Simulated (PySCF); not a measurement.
C₆H₁₄O₃. Atoms are numbered in the order given.

```xyz
23

C     -4.3346     0.1123    -0.3522
O     -3.3370     0.9048     0.2504
C     -2.0349     0.6818    -0.2535
C     -1.3639    -0.5534     0.3725
O     -0.0788    -0.8113    -0.1573
C      0.9481     0.0161     0.3512
C      2.2713    -0.5076    -0.1865
O      3.2978     0.3311     0.2876
C      4.5737    -0.0624    -0.1504
H     -5.3064     0.4131     0.0862
H     -4.2014    -0.9817    -0.1739
H     -4.3814     0.2710    -1.4578
H     -2.0348     0.5685    -1.3658
H     -1.4477     1.5932    -0.0142
H     -1.9714    -1.4581     0.1604
H     -1.3311    -0.4264     1.4821
H      0.9650    -0.0011     1.4689
H      0.8348     1.0836     0.0444
H      2.2338    -0.5231    -1.3053
H      2.4154    -1.5670     0.1447
H      4.6600    -0.0498    -1.2653
H      5.3104     0.6512     0.2677
H      4.8404    -1.0918     0.1957
```
Charge 0, spin multiplicity 1.

Geometry: PBE-D3(BJ)/def2-SVP. The values are those of a single conformer.

Level of theory: PBE/def2-SVP (PySCF).

ESP charges are fitted to the potential on shells at 1.4 to 2.0 van der Waals radii. Atomic charges (e):

```json
[
 {"atom": "C1", "ESP fit": "-0.07", "meta-Löwdin": "-0.09", "Löwdin": "?"},
 {"atom": "O2", "ESP fit": "-0.34", "meta-Löwdin": "-0.37", "Löwdin": "?"},
 {"atom": "C3", "ESP fit": "0.08", "meta-Löwdin": "0.01", "Löwdin": "0.04"},
 {"atom": "C4", "ESP fit": "0.18", "meta-Löwdin": "0.01", "Löwdin": "0.04"},
 {"atom": "O5", "ESP fit": "-0.45", "meta-Löwdin": "-0.38", "Löwdin": "?"},
 {"atom": "C6", "ESP fit": "0.15", "meta-Löwdin": "0.03", "Löwdin": "0.05"},
 {"atom": "C7", "ESP fit": "0.16", "meta-Löwdin": "0.03", "Löwdin": "0.05"},
 {"atom": "O8", "ESP fit": "-0.33", "meta-Löwdin": "-0.36", "Löwdin": "?"},
 {"atom": "C9", "ESP fit": "-0.10", "meta-Löwdin": "-0.09", "Löwdin": "?"},
 {"atom": "H10", "ESP fit": "0.10", "meta-Löwdin": "0.11", "Löwdin": "?"},
 {"atom": "H11", "ESP fit": "0.05", "meta-Löwdin": "0.08", "Löwdin": "?"},
 {"atom": "H12", "ESP fit": "0.06", "meta-Löwdin": "0.08", "Löwdin": "?"},
 {"atom": "H13", "ESP fit": "0.05", "meta-Löwdin": "0.08", "Löwdin": "0.01"},
 {"atom": "H14", "ESP fit": "0.06", "meta-Löwdin": "0.10", "Löwdin": "0.02"},
 {"atom": "H15", "ESP fit": "0.06", "meta-Löwdin": "0.10", "Löwdin": "0.02"},
 {"atom": "H16", "ESP fit": "0.01", "meta-Löwdin": "0.08", "Löwdin": "0.01"},
 {"atom": "H17", "ESP fit": "0.03", "meta-Löwdin": "0.08", "Löwdin": "0.01"},
 {"atom": "H18", "ESP fit": "0.02", "meta-Löwdin": "0.08", "Löwdin": "0.01"},
 {"atom": "H19", "ESP fit": "0.03", "meta-Löwdin": "0.08", "Löwdin": "0.01"},
 {"atom": "H20", "ESP fit": "0.03", "meta-Löwdin": "0.08", "Löwdin": "0.01"},
 {"atom": "H21", "ESP fit": "0.06", "meta-Löwdin": "0.08", "Löwdin": "?"},
 {"atom": "H22", "ESP fit": "0.11", "meta-Löwdin": "0.11", "Löwdin": "?"},
 {"atom": "H23", "ESP fit": "0.06", "meta-Löwdin": "0.08", "Löwdin": "?"}
]
```

**Question.** What belongs in the gaps? (An estimate is asked for; the answer gives what the named calculation found.)

**Answer.** 
- C1, Löwdin: 0.04
- O2, Löwdin: -0.15
- O5, Löwdin: -0.15
- O8, Löwdin: -0.15
- C9, Löwdin: 0.04
- H10, Löwdin: 0.03
- H11, Löwdin: 0.01
- H12, Löwdin: 0.01
- H21, Löwdin: 0.01
- H22, Löwdin: 0.03
- H23, Löwdin: 0.01

Computed Mayer and Wiberg (Löwdin basis) orders of the bonds:
| bond | Mayer | Wiberg |
|---|---|---|
| C1–O2 | 1.02 | 1.18 |
| O2–C3 | 1.02 | 1.17 |
| C3–C4 | 1.05 | 1.04 |
| C4–O5 | 1.01 | 1.16 |
| O5–C6 | 1.00 | 1.15 |
| C6–C7 | 1.06 | 1.05 |
| C7–O8 | 1.02 | 1.16 |
| O8–C9 | 1.02 | 1.18 |
| C1–H10 | 0.97 | 0.97 |
| C1–H11 | 0.95 | 0.96 |
| C1–H12 | 0.95 | 0.96 |
| C3–H13 | 0.92 | 0.93 |
| C3–H14 | 0.94 | 0.94 |
| C4–H15 | 0.94 | 0.94 |
| C4–H16 | 0.92 | 0.93 |
| C6–H17 | 0.92 | 0.93 |
| C6–H18 | 0.92 | 0.93 |
| C7–H19 | 0.92 | 0.93 |
| C7–H20 | 0.92 | 0.93 |
| C9–H21 | 0.95 | 0.96 |
| C9–H22 | 0.98 | 0.97 |
| C9–H23 | 0.95 | 0.96 |
